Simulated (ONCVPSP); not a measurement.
## Before and after: ONCV potential for molybdenum (Mo)

* Element: Mo (Z = 42)
* Generator: ONCVPSP 4.0.1
* Type: optimised norm-conserving Vanderbilt (ONCV)
* Functional: LDA (Perdew-Wang 92)
* Relativity: scalar-relativistic
* Frozen core: [Ar] 3d10
* Valence charge: 14
* Reference configuration: 4s2 4p6 4d5 5s0.5 5p0.5
* Partial waves: 4s+5s: rc 1.65 bohr, ncon 4, nbas 7, qcut 6.8 1/bohr, 2 projectors; 4p+5p: rc 2.30 bohr, ncon 4, nbas 9, qcut 7.6 1/bohr, 2 projectors; 4d: rc 1.75 bohr, ncon 4, nbas 8, qcut 6.4 1/bohr, 1 projector
* Local potential: polynomial inside 1.30 bohr (lpopt 5, dvloc0 -1 Ha)
* Core correction: polynomial model core, fcfact 0.65

All-electron outer shells of the reference configuration (LDA (PZ), scalar-relativistic, ld1.x):

| shell | level (eV) | outermost node (bohr) | outermost maximum (bohr) |
| --- | --- | --- | --- |
| 3p | -379.59 | 0.17 | 0.38 |
| 3d | -222.00 | – | 0.32 |
| 4s | -65.12 | 0.51 | 0.99 |
| 4p | -39.29 | 0.52 | 1.06 |
| 5s | -4.81 | 1.34 | 2.89 |
| 4d | -4.59 | 0.53 | 1.38 |
| 5p | -1.57 | 1.54 | 4.00 |

Change: s: rc 1.16; local potential polynomial inside 1.16 bohr (lpopt 5, dvloc0 -1 Ha).

Cutoffs: the cutoffs (Ha) at which the residual kinetic energy of the hardest occupied pseudo-wave falls to 1 and 0.1 mHa per electron; they do not see the model core or the augmentation charge, which bear on the density cutoff. Errors are all-electron minus pseudo energies relative to the spin-unpolarised reference configuration.

Problem. Predict the effect on cutoff, ghosts and configuration errors.

Solution. The potential gets harder (18 Ha and 24 Ha → 45 Ha and 85 Ha); the errors of the 4 common tests hardly move; neither file shows a bound ghost. A smaller radius makes the pseudo-wave follow the all-electron one further in, where it bends more sharply, so more plane waves are needed.

| quantity | base | changed |
| --- | --- | --- |
| cutoff, loose | 18 Ha | 45 Ha |
| cutoff, tight | 24 Ha | 85 Ha |
| loose cutoff by channel | s 18 Ha, p 14 Ha, d 18 Ha | s 45 Ha, p 14 Ha, d 18 Ha |
| bound ghosts | none | none |
| GHOST(+) flags under 300 eV | none | s at 193.5 eV |
| error for 4s2 4p6 4d5 5s1 5p0, meV [ΔE -1.60 eV] | +0.2 | +0.2 |
| error for 4s2 4p6 4d5 5s0 5p0, meV [ΔE 5.58 eV] | -1.3 | -1.1 |
| error for 4s2 4p6 4d4 5s0 5p0, meV [ΔE 21.28 eV] | -0.2 | -0.1 |
| error for 4s2 4p6 4d5 5s0.5 5p0, meV [ΔE 1.26 eV] | -0.3 | -0.3 |
| p: phases at 2.33 bohr within 0.05 rad from the reference energy up to (Ha; the scan ends near 5) | 4.4 | 4.4 |
| d: phases at 1.77 bohr within 0.05 rad from the reference energy up to (Ha; the scan ends near 5) | 3.5 | 3.3 |
| rms error of d²Exc/dni dnj with the model core, mHa | 0.53 | 0.39 |
